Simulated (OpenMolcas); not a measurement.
Computed transition rates of Ar IV

| Quantity | Value |
| --- | --- |
| Program | OpenMolcas 26.06 |
| Method | SS-CASPT2, IPEA 0.25 Eh, imaginary shift 0.1 Eh (closed shells correlated: 2s 2p 3s) |
| Basis | ANO-R3 [6s5p4d2f1g] |
| Scalar Hamiltonian | X2C, finite nucleus |
| Active space | 3 electrons in 3 orbitals (3p) |
| State averaging | 2S+1 = 4 odd, 1 root; 2S+1 = 2 odd, 8 roots |
| Spin-orbit coupling | RASSI with atomic mean-field integrals over the reference wave functions, term energies averaged over their components |

Rates come from the transition moments of the reference wave functions (E1 and E2 in the length form). At fixed line strength A goes as λ^-3 for E1 and M1 and as λ^-5 for E2, so a rate at the computed wavelength can be rescaled to the measured one. Measured vacuum wavelengths follow from level energies in Saloman, J. Phys. Chem. Ref. Data 39, 033101 (2010). Branching counts decays inside the model space alone, at computed energies, and the table is only a selection of the E2 and M1 lines, drawn from those between levels with measured partners whose computed energy lies within a factor of 1.5 of the measured one.

| Upper | Lower | Type | λ computed (nm) | λ measured (nm) | A computed (s-1) | A rescaled (s-1) | Branching % |
| --- | --- | --- | --- | --- | --- | --- | --- |
| 3s2 3p3 2P* 3/2 | 3s2 3p3 4S* 3/2 | M1 | 274.2 | 285.5 | 2.07e+00 |  | 56.3 |
| 3s2 3p3 2P* 1/2 | 3s2 3p3 4S* 3/2 | M1 | 275.2 | 286.9 | 8.39e-01 |  | 47.2 |
| 3s2 3p3 2P* 3/2 | 3s2 3p3 2D* 3/2 | M1 | 664.1 | 717.3 | 6.95e-01 |  | 18.9 |
| 3s2 3p3 2P* 1/2 | 3s2 3p3 2D* 3/2 | M1 | 670.4 | 726.5 | 4.23e-01 |  | 23.8 |
| 3s2 3p3 2P* 3/2 | 3s2 3p3 2D* 5/2 | M1 | 668.9 | 724 | 3.84e-01 |  | 10.4 |
| 3s2 3p3 2P* 3/2 | 3s2 3p3 2D* 5/2 | E2 | 668.9 | 724 | 3.68e-01 | 2.48e-01 | 10.0 |
| 3s2 3p3 2P* 1/2 | 3s2 3p3 2D* 3/2 | E2 | 670.4 | 726.5 | 3.12e-01 | 2.09e-01 | 17.6 |
| 3s2 3p3 2P* 1/2 | 3s2 3p3 2D* 5/2 | E2 | 675.2 | 733.4 | 2.02e-01 | 1.34e-01 | 11.4 |
| 3s2 3p3 2P* 3/2 | 3s2 3p3 2D* 3/2 | E2 | 664.1 | 717.3 | 1.60e-01 | 1.09e-01 | 4.4 |
| 3s2 3p3 2D* 3/2 | 3s2 3p3 4S* 3/2 | M1 | 467 | 474.1 | 1.54e-02 |  | 94.3 |
| 3s2 3p3 2D* 5/2 | 3s2 3p3 4S* 3/2 | E2 | 464.7 | 471.3 | 1.48e-03 |  | 79.9 |
| 3s2 3p3 2D* 3/2 | 3s2 3p3 4S* 3/2 | E2 | 467 | 474.1 | 9.32e-04 |  | 5.7 |
| 3s2 3p3 2D* 5/2 | 3s2 3p3 4S* 3/2 | M1 | 464.7 | 471.3 | 3.60e-04 |  | 19.4 |
| 3s2 3p3 2D* 5/2 | 3s2 3p3 2D* 3/2 | M1 | 94040 | 77400 | 1.29e-05 | 2.31e-05 | 0.7 |

Spin-changing lines and M1 lines between different terms are not rescaled, since their strength hangs on the term gaps too.

The largest correction is for 3s2 3p3 2D* 5/2 → 3s2 3p3 2D* 3/2 (M1): 1.29e-05 × (94040 / 77400)^3 = 2.31e-05 s-1, a factor of 1.79.

No measured rate stands beside these. Rescaling mends the energy factor alone: line strengths can still be far off where a level mixes with configurations outside the active space, and weak or spin-changing lines hang on small mixing coefficients that depend on the term gaps too, so rescaling need not improve them.

Term energies are means over components that CASPT2 splits; among the terms shown or strongly mixed into the levels shown the widest spread is 180 cm-1 (3s2 3p3 2D*). With the s shell closed, the reference lacks s² → p² mixing. Measured partners are found by configuration, term and J. A level has none where our copy of the source lacks it or the pairing is in doubt (some pairs that miss far off the trend of their configuration count as doubtful). Only configurations of the active space appear.

* marks odd parity.
